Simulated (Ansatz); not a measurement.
Ansatz (a first-principles code) input (r2SCAN/def2-TZVPD):

Ansatz 0.2 input:
```yaml
crystal:
  periodic: [false, false, false]
  atoms:
    - {symbol: C, position_ang: [-2.47162120, -0.21827156, -0.69774531]}
    - {symbol: C, position_ang: [-1.21822960, -0.25020678, 0.16331745]}
    - {symbol: C, position_ang: [-0.72804595, 1.13689774, 0.63430239]}
    - {symbol: C, position_ang: [0.73300316, 0.94723690, 0.85806242]}
    - {symbol: C, position_ang: [1.21418359, -0.36352324, 0.32017886]}
    - {symbol: C, position_ang: [2.54263523, -0.29931851, -0.43366716]}
    - {symbol: C, position_ang: [0.01935825, -0.83783968, -0.52979161]}
    - {symbol: H, position_ang: [-2.76937850, -1.22330384, -1.00481885]}
    - {symbol: H, position_ang: [-2.30253144, 0.37136280, -1.60283906]}
    - {symbol: H, position_ang: [-3.31195420, 0.22799826, -0.16112360]}
    - {symbol: H, position_ang: [-1.42031217, -0.85183727, 1.05672453]}
    - {symbol: H, position_ang: [-1.26562323, 1.49698324, 1.51815226]}
    - {symbol: H, position_ang: [-0.91889858, 1.88377082, -0.15368170]}
    - {symbol: H, position_ang: [1.37403514, 1.66215361, 1.35610975]}
    - {symbol: H, position_ang: [1.34502577, -1.07341907, 1.15476067]}
    - {symbol: H, position_ang: [3.34633714, 0.05744011, 0.21368215]}
    - {symbol: H, position_ang: [2.46900373, 0.38147054, -1.28472508]}
    - {symbol: H, position_ang: [2.82787496, -1.28478837, -0.80929024]}
    - {symbol: H, position_ang: [0.10496822, -0.41426160, -1.53705060]}
    - {symbol: H, position_ang: [-0.02624765, -1.92341858, -0.63384245]}
basis:
  gaussian:
    orbitals: def2-TZVPD
hamiltonian:
  xc: {name: r2SCAN}
magnetization: {spin_polarized: true, initial_magnetization: 1}
output: {forces: true}
```

Output:

```
Functional definition: r2SCAN
integrals: 0.45 GiB planned
1881 factors; their error is unknown
0.62 GiB of the device are held for the grids
2.66 GiB of device memory are held for the factors and their scratch space
mean field: 3.80 GiB planned
mean field evaluation 1: about -7448.1484 eV, gradient 6.4e1 eV
mean field evaluation 2: about -7420.7023 eV, gradient 9.6e1 eV
mean field evaluation 4: about -7468.0131 eV, gradient 6.6e0 eV
mean field evaluation 8: about -7468.2348 eV, gradient 1.3e-1 eV
mean field evaluation 16: about -7468.1369 eV, gradient 7.9e-4 eV
mean field -7468.13688759 eV, -274.4489685339 hartree, gradient 5.7e-5 eV, S^2 0.757544; 0 other end points of the search recorded, 0 dependent functions left out
the calculation of the forces begins
reference -7468.13690930 eV, -274.4489693319 hartree; 28, 27 occupied and 348, 349 virtual orbitals, 1881 factors
Total energy: -7468.13690930 eV, -274.4489693319 hartree
Atom 0 at    -2.471621    -0.218272    -0.697745 Å, force     0.071859    -0.001033     0.046905 eV/Å
Atom 1 at    -1.218230    -0.250207     0.163317 Å, force     0.028556     0.043363    -0.065672 eV/Å
Atom 2 at    -0.728046     1.136898     0.634302 Å, force     0.041733    -0.079483    -0.020773 eV/Å
Atom 3 at     0.733003     0.947237     0.858062 Å, force    -0.067029    -0.063214    -0.059737 eV/Å
Atom 4 at     1.214184    -0.363523     0.320179 Å, force    -0.007675     0.029372    -0.062688 eV/Å
Atom 5 at     2.542635    -0.299319    -0.433667 Å, force    -0.074024    -0.006510     0.039578 eV/Å
Atom 6 at     0.019358    -0.837840    -0.529792 Å, force    -0.007005     0.065284     0.086672 eV/Å
Atom 7 at    -2.769379    -1.223304    -1.004819 Å, force    -0.009403    -0.037812    -0.010288 eV/Å
Atom 8 at    -2.302531     0.371363    -1.602839 Å, force     0.015562     0.026136    -0.033759 eV/Å
Atom 9 at    -3.311954     0.227998    -0.161124 Å, force    -0.029893     0.018010     0.021760 eV/Å
Atom 10 at    -1.420312    -0.851837     1.056725 Å, force    -0.004206    -0.046418     0.074389 eV/Å
Atom 11 at    -1.265623     1.496983     1.518152 Å, force    -0.032881     0.020038     0.044280 eV/Å
Atom 12 at    -0.918899     1.883771    -0.153682 Å, force    -0.015210     0.035236    -0.055391 eV/Å
Atom 13 at     1.374035     1.662154     1.356110 Å, force     0.055960     0.057149     0.039087 eV/Å
Atom 14 at     1.345026    -1.073419     1.154761 Å, force     0.003365    -0.048921     0.057019 eV/Å
Atom 15 at     3.346337     0.057440     0.213682 Å, force     0.027291     0.013107     0.026295 eV/Å
Atom 16 at     2.469004     0.381471    -1.284725 Å, force    -0.009180     0.030613    -0.032544 eV/Å
Atom 17 at     2.827875    -1.284788    -0.809290 Å, force     0.008756    -0.036949    -0.014423 eV/Å
Atom 18 at     0.104968    -0.414262    -1.537051 Å, force     0.008028     0.053359    -0.070914 eV/Å
Atom 19 at    -0.026248    -1.923419    -0.633842 Å, force    -0.004602    -0.071327    -0.009797 eV/Å
Dipole moment:    -0.032299    -0.038807     0.015563 e Å
```

It need not be the lowest isomer of its formula.
